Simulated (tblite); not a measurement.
Species: C₂H₁₁FSSi₃.
SMILES with atom numbers: `[CH3:1][SiH2:2][S:3][Si@@H:4]([SiH3:5])[CH2:6][F:7]` (hydrogens: H8, H9, H10 on C1; H11, H12 on Si2; H13 on Si4; H14, H15, H16 on Si5; H17, H18 on C6)

A start from a force field or distance geometry was refined with GFN2-xTB geometry optimisation, gas phase in tblite. Values at the start:

```tsv
coordinate	start
C1–Si2	1.850 Å
C1–H8	1.096 Å
Si2–S3	2.129 Å
Si2–H11	1.492 Å
Si2–H12	1.479 Å
S3–Si4	2.162 Å
Si4–Si5	2.307 Å
Si4–C6	1.849 Å
Si4–H13	1.507 Å
Si5–H14	1.487 Å
C6–F7	1.357 Å
C6–H17	1.091 Å
C6–H18	1.088 Å
C1–Si2–S3	109.3°
Si2–S3–Si4	97.5°
S3–Si4–Si5	113.3°
S3–Si4–C6	108.9°
Si4–C6–F7	109.5°
Si5–Si4–C6	107.1°
C1–Si2–S3–Si4	180°
S3–Si4–C6–F7	178°
```

Q: How do these coordinates change at the GFN2-xTB level?

A: 
```tsv
coordinate	GFN2-xTB (Å or °)	change
Si4–C6	1.918	+0.069
Si4–H13	1.469	-0.038
C1–Si2	1.888	+0.038
Si2–H11	1.460	-0.032
C6–F7	1.383	+0.026
Si2–S3	2.153	+0.024
Si5–H14	1.468	-0.019
Si2–H12	1.461	-0.018
Si4–Si5	2.320	+0.013
C1–H8	1.087	-0.009
C6–H18	1.093	+0.005
C6–H17	1.092	+0.001
S3–Si4	2.162	0.000
S3–Si4–C6	101.4	-7.5
Si2–S3–Si4	103.5	+6.0
Si5–Si4–C6	110.6	+3.5
C1–Si2–S3	106.0	-3.3
S3–Si4–Si5	114.1	+0.8
Si4–C6–F7	109.3	-0.2
S3–Si4–C6–F7	-174	+8
C1–Si2–S3–Si4	-177	+3
```

The energy falls by 20.0 kJ/mol over 77 L-BFGS steps, the largest force on an atom goes from 1.83 to 0.010 eV/Å, and the atoms move by 0.196 Å rms after alignment. The bond that changes most is Si4–C6 (SiH silicon to sp3 C–F carbon), which lengthens by 0.069 Å. Bonds longer at the end by more than 0.005 Å: 5 of 17; shorter: 9. Among the dihedrals that turn most is H13–Si4–C6–H17, from -59° to -43°. Rotational constants go from 2064, 581.0, 492.3 to 1991, 564.5, 471.2 MHz.

The run took 1.3 s wall on an Arm Neoverse N1 with one thread, on a shared host.

Its lowest GFN2-xTB frequency is 14 cm⁻¹, too small to tell a flat minimum from a shallow saddle. One conformer, not necessarily the lowest. 3 starts were optimised and ended at 0.00, 0.24 and 0.74 kcal/mol (GFN2-xTB); the lowest of these is shown.

These are computed values.
